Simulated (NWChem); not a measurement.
System: morpholine (C$_{4}$H$_{9}$NO); SMILES C1NCCOC1

The following NWChem deck was run.

```
start job
memory heap 200 mb stack 900 mb global 1100 mb
geometry units angstroms noautosym nocenter noautoz
  C     -0.222829     0.713599     1.204993
  C      0.222832    -0.747761     1.174408
  O     -0.244589    -1.400913     0.000000
  C      0.222832    -0.747761    -1.174408
  C     -0.222829     0.713599    -1.204993
  N      0.282219     1.375888     0.000000
  H     -1.326701     0.741341     1.281769
  H      0.191601     1.210316     2.090639
  H      1.323258    -0.794594     1.221310
  H     -0.192015    -1.302704     2.021470
  H      1.323258    -0.794594    -1.221310
  H     -0.192015    -1.302704    -2.021470
  H      0.191601     1.210316    -2.090639
  H     -1.326701     0.741341    -1.281769
  H      0.012177     2.356651     0.000000
end
basis spherical
  C library def2-svp
  O library def2-svp
  N library def2-svp
  H library def2-svp
end
dft
  xc xpbe96 cpbe96
  iterations 150
end
cosmo
  do_cosmo_smd true
  solvent cychexan
end
task dft energy
```

Parts of the log:

```
             Northwest Computational Chemistry Package (NWChem) 7.3.0
             --------------------------------------------------------

                             Geometry "geometry" -> ""
                             -------------------------

 Output coordinates in angstroms (scale by  1.889725989 to convert to a.u.)

  No.       Tag          Charge          X              Y              Z
 ---- ---------------- ---------- -------------- -------------- --------------
    1 C                    6.0000    -0.22282900     0.71359900     1.20499300
    2 C                    6.0000     0.22283200    -0.74776100     1.17440800
    3 O                    8.0000    -0.24458900    -1.40091300     0.00000000
    4 C                    6.0000     0.22283200    -0.74776100    -1.17440800
    5 C                    6.0000    -0.22282900     0.71359900    -1.20499300
    6 N                    7.0000     0.28221900     1.37588800     0.00000000
    7 H                    1.0000    -1.32670100     0.74134100     1.28176900
    8 H                    1.0000     0.19160100     1.21031600     2.09063900
    9 H                    1.0000     1.32325800    -0.79459400     1.22131000
   10 H                    1.0000    -0.19201500    -1.30270400     2.02147000
   11 H                    1.0000     1.32325800    -0.79459400    -1.22131000
   12 H                    1.0000    -0.19201500    -1.30270400    -2.02147000
   13 H                    1.0000     0.19160100     1.21031600    -2.09063900
   14 H                    1.0000    -1.32670100     0.74134100    -1.28176900
   15 H                    1.0000     0.01217700     2.35665100     0.00000000

 Effective nuclear repulsion energy (a.u.)     262.8371155731

  pbe96 is a nonlocal functional; adding pw91lda local functional.

                                 NWChem DFT Module
                                 -----------------

 Summary of "ao basis" -> "ao basis" (spherical)
 ------------------------------------------------------------------------------
       Tag                 Description            Shells   Functions and Types
 ---------------- ------------------------------  ------  ---------------------
 C                          def2-svp                 6       14   3s2p1d
 O                          def2-svp                 6       14   3s2p1d
 N                          def2-svp                 6       14   3s2p1d
 H                          def2-svp                 3        5   2s1p

 in cosmo_initialize ...
 calling solv_data for solv:cychexan

 solvent parameters
 solvname_short: cychexan
 solvname_long:  cyclohexane
 dielec:        2.0165
 dielecinf:     2.0352
 nonaqueous SMD model solvent descriptors
 dielec:        2.0165
 sola:          0.0000
 solb:          0.0000
 solc:          0.0000
 solg:         35.4800
 solh:          0.0000
 soln:          1.4266

          ---------------
          -cosmo- solvent
          ---------------
 Cosmo: York-Karplus, doi: 10.1021/jp992097l
 dielectric constant -eps-     =   2.02
 screen = (eps-1)/(eps    )    =   0.50409
 surface charge correction     = lagrangian

   van der Waals surface
 --------------------------

[...]

                                COSMO-SMD solvation results
                                ---------------------------

             internal energy in gas <Psi(g)|H|Psi(g)> =      -287.221497927505
         internal energy in solvent <Psi(s)|H|Psi(s)> =      -287.221337381525
                               delta internal energy  =         0.000160545980 (    0.10 kcal/mol)
   total free energy in solvent <Psi(s)|H+V/2|Psi(s)> =      -287.224897636598
 polarization energy contribution <Psi(s)|V/2|Psi(s)> =        -0.003560255073 (   -2.23 kcal/mol)
    total free energy in solvent including G(SMD-CDS) =      -287.227304372590
                       G(SMD-CDS) energy contribution =        -0.002406735992 (   -1.51 kcal/mol)
     1 M fixed-concentration free energy of solvation =        -0.005806445085 (   -3.64 kcal/mol)

                       DFT Final Molecular Orbital Analysis
                       ------------------------------------

 Vector   22  Occ=2.000000D+00  E=-2.552001D-01
              MO Center= -6.4D-02, -9.0D-01, -4.5D-08, r^2= 2.8D+00
   Bfn.  Coefficient  Atom+Function         Bfn.  Coefficient  Atom+Function
  ----- ------------  ---------------      ----- ------------  ---------------
    33      0.324899   3 O  py               32      0.306136   3 O  px
    36      0.236335   3 O  py               35      0.215401   3 O  px
    19     -0.186317   2 C  py               47     -0.186317   4 C  py
    31     -0.163106   3 O  s               100      0.161049  10 H  s
   110      0.161049  12 H  s                 5      0.140331   1 C  py

 Vector   23  Occ=2.000000D+00  E=-2.062605D-01
              MO Center= -6.1D-04, -6.8D-01, -1.2D-08, r^2= 2.6D+00
   Bfn.  Coefficient  Atom+Function         Bfn.  Coefficient  Atom+Function
  ----- ------------  ---------------      ----- ------------  ---------------
    32      0.427513   3 O  px               33     -0.320119   3 O  py
    35      0.311128   3 O  px               36     -0.247882   3 O  py
    74     -0.195928   6 N  px                5     -0.178391   1 C  py
    61     -0.178391   5 C  py               73      0.174555   6 N  s
    95     -0.144803   9 H  s               105     -0.144803  11 H  s

 Vector   24  Occ=2.000000D+00  E=-1.807777D-01
              MO Center=  1.6D-01,  9.1D-01, -1.3D-10, r^2= 2.4D+00
   Bfn.  Coefficient  Atom+Function         Bfn.  Coefficient  Atom+Function
  ----- ------------  ---------------      ----- ------------  ---------------
    74      0.486778   6 N  px               77     -0.397344   6 N  px
    73     -0.224254   6 N  s                86     -0.188930   7 H  s
   121     -0.188930  14 H  s                85     -0.171598   7 H  s
   120     -0.171598  14 H  s                33     -0.136168   3 O  py
    72     -0.135667   6 N  s                96     -0.125316   9 H  s

 Vector   25  Occ=0.000000D+00  E= 3.706915D-02
              MO Center= -2.6D-01,  1.2D+00,  4.5D-08, r^2= 6.9D+00
   Bfn.  Coefficient  Atom+Function         Bfn.  Coefficient  Atom+Function
  ----- ------------  ---------------      ----- ------------  ---------------
     3      0.918442   1 C  s                59      0.918442   5 C  s
   126     -0.869725  15 H  s                91     -0.658023   8 H  s
   116     -0.658023  13 H  s                73      0.593083   6 N  s
    86     -0.539184   7 H  s               121     -0.539184  14 H  s
   101     -0.469701  10 H  s               111     -0.469701  12 H  s

 Vector   26  Occ=0.000000D+00  E= 6.361093D-02
              MO Center=  5.6D-01, -1.7D-01, -1.6D-08, r^2= 6.7D+00
   Bfn.  Coefficient  Atom+Function         Bfn.  Coefficient  Atom+Function
  ----- ------------  ---------------      ----- ------------  ---------------
    17      1.204182   2 C  s                45      1.204182   4 C  s
    96     -1.042656   9 H  s               106     -1.042656  11 H  s
    86      0.679218   7 H  s               121      0.679218  14 H  s
     3     -0.577743   1 C  s                59     -0.577743   5 C  s
    21      0.368411   2 C  px               49      0.368411   4 C  px

 Vector   27  Occ=0.000000D+00  E= 7.305630D-02
              MO Center= -6.4D-02,  5.6D-02,  1.1D-07, r^2= 9.4D+00
   Bfn.  Coefficient  Atom+Function         Bfn.  Coefficient  Atom+Function
  ----- ------------  ---------------      ----- ------------  ---------------
     3      1.205199   1 C  s                59     -1.205199   5 C  s
    17      0.919777   2 C  s                45     -0.919777   4 C  s
    91     -0.920324   8 H  s               116      0.920324  13 H  s
   101     -0.844927  10 H  s               111      0.844927  12 H  s
    86     -0.644775   7 H  s               121      0.644775  14 H  s

     Multipole analysis of the density
     ---------------------------------

     L   x y z        total         alpha         beta         nuclear
     -   - - -        -----         -----         ----         -------
     0   0 0 0      0.000000    -24.000000    -24.000000     48.000000

     1   1 0 0     -0.111394     -0.077731     -0.077731      0.044068
     1   0 1 0      0.663762      0.256919      0.256919      0.149925
     1   0 0 1      0.000000      0.000000      0.000000     -0.000000

     2   2 0 0    -29.294080    -31.426417    -31.426417     33.558755
     2   1 1 0     -1.746642      1.850586      1.850586     -5.447815
     2   1 0 1      0.000000      0.000000      0.000000      0.000000
     2   0 2 0    -28.087354   -114.054751   -114.054751    200.022148
     2   0 1 1      0.000000      0.000000      0.000000     -0.000000
     2   0 0 2    -24.855329   -114.485454   -114.485454    204.115579
```

Level: PBE/def2-SVP, SMD on the gas-phase geometry. The geometry was optimised at B3LYP/6-31G* (spherical d). Solvent: cyclohexane.
